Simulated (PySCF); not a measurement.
Species: C₄H₉NSi.
Atom-mapped SMILES: `[CH2:1]=[N:2][SiH:3]1[CH2:4][CH2:5][CH2:6]1` (hydrogens: H7, H8 on C1; H9 on Si3; H10, H11 on C4; H12, H13 on C5; H14, H15 on C6)

Geometry (GFN2-xTB, Å), atoms numbered from 1 in this order:
```
atom  x, y, z in Å
C1     2.9932   -0.2716    0.0173
N2     1.7571   -0.2858    0.1939
Si3    0.4267    0.2174   -0.7712
C4    -1.0036   -1.0392   -0.6808
C5    -1.9279    0.0335   -0.0788
C6    -0.8879    1.1079    0.2830
H7     3.4911    0.1044   -0.8804
H8     3.6447   -0.6561    0.7974
H9     0.6752    0.7984   -2.0976
H10   -1.3716   -1.4644   -1.6105
H11   -0.8255   -1.8567    0.0130
H12   -2.5104   -0.3167    0.7728
H13   -2.6221    0.4087   -0.8299
H14   -1.1800    2.1148   -0.0023
H15   -0.6635    1.1135    1.3465
```

Method used: TDDFT PBE0/def2-SVPD, vertical, gas phase, core orbitals frozen in the response (PySCF 2.14.0, density-fitted response routines).

Ground-to-excited transition dipoles (e·a0, same axes as the geometry; the sign carries no meaning), for the states with f of 0.002 or more among the lowest 8:

| state | E (eV) | μx | μy | μz |
| --- | --- | --- | --- | --- |
| S2 | 5.693 | 0.022 | -0.152 | -0.067 |
| S3 | 5.704 | 1.096 | -0.059 | 0.013 |
| S4 | 6.452 | 0.510 | -0.008 | -0.043 |
| S5 | 6.663 | 0.007 | 0.116 | 0.051 |
| S6 | 7.019 | -0.008 | -0.137 | -0.062 |
| S7 | 7.065 | -0.017 | -0.166 | -0.081 |
| S8 | 7.071 | -0.432 | 0.146 | -0.267 |

Work out the oscillator strengths.

f = (2/3) ΔE |μ|² with ΔE in hartree (27.2114 eV).

```json
{"state": "S2", "|μ|² (au)": "0.028", "|μ| (D)": "0.43", "f": "0.004"}
{"state": "S3", "|μ|² (au)": "1.204", "|μ| (D)": "2.79", "f": "0.168"}
{"state": "S4", "|μ|² (au)": "0.262", "|μ| (D)": "1.30", "f": "0.041"}
{"state": "S5", "|μ|² (au)": "0.016", "|μ| (D)": "0.32", "f": "0.003"}
{"state": "S6", "|μ|² (au)": "0.023", "|μ| (D)": "0.38", "f": "0.004"}
{"state": "S7", "|μ|² (au)": "0.034", "|μ| (D)": "0.47", "f": "0.006"}
{"state": "S8", "|μ|² (au)": "0.279", "|μ| (D)": "1.34", "f": "0.048"}
```

What is the point group, and which symmetry does each of these states have?

Cs. Polarised normal to the mirror plane, so A″: S2, S5, S6 and S7. Polarised in the mirror plane, so A′: S3, S4 and S8.

Which bond between heavy atoms lies closest to the direction of the S3 transition dipole?

C1–N2, at 10° from it; next N2–Si3 at 37°.

What angle do the transition dipoles of S3 and S4 make?

|cos θ| = |μa·μb| / (|μa| |μb|) = 0.99, so θ ≈ 6° (taken between 0 and 90°, since the signs are arbitrary).

How is the summed strength of these states shared among x, y and z?

(2/3) Σ ΔE μα² gives 0.241 for x, 0.018 for y and 0.016 for z, 0.274 in all.

What peak molar absorption coefficient would the strongest computed level give as a lone Gaussian band 0.4 eV wide at half height?

ε(max) = 2.175×10⁸ f / FWHM, with the width in cm⁻¹. S3: 2.175×10⁸ × 0.1683 / 3226 ≈ 11000 L mol⁻¹ cm⁻¹.

One conformer stands for the species.
